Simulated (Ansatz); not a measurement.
C2H6BNO can be A, `OB1CCN1`, or B, `CC(=N)BO`.

Computed with Ansatz on PBE0-D4/def2-TZVP structures; ΔE is electronic, products minus reactants. CCSD(T)/CBS adds triple-zeta CCSD(T) − MP2 to the extrapolated MP2 energy (def2 sets, frozen cores). DFT in def2-TZVPP. B3LYP here is the variant with VWN-RPA as its local correlation; programs differ in this. Each species was taken in one conformer, which may not be the lowest.

Task: Which isomer does CCSD(T)/CBS put lower? Give the gap. (Estimate.)

Result: The calculation gave: A, by 23.9 kcal/mol.

Task: Give E(B) − E(A) in kcal/mol with CCSD(T)/def2-TZVPP, HF/def2-TZVPP, PBE-D4, CCSD/def2-TZVPP, PBE0-D4, B3LYP, MP2/def2-TZVPP. (Estimate.)

Result: Ansatz gave: CCSD(T)/def2-TZVPP 23.3, HF/def2-TZVPP 20.5, PBE-D4 25.5, CCSD/def2-TZVPP 23.8, PBE0-D4 28.2, B3LYP 21.9, MP2/def2-TZVPP 26.2. None reverses the order clearly.

Largest T1 diagnostic: 0.013.

In def2-TZVPP, CCSD(T) changes the Hartree–Fock value by +2.8 kcal/mol (the triples alone add −0.5 kcal/mol) and MP2 by +5.7 kcal/mol. From PBE to PBE0 (25 % exact exchange), in def2-TZVPP and without D4, E(B) − E(A) moves by +2.7 kcal/mol.
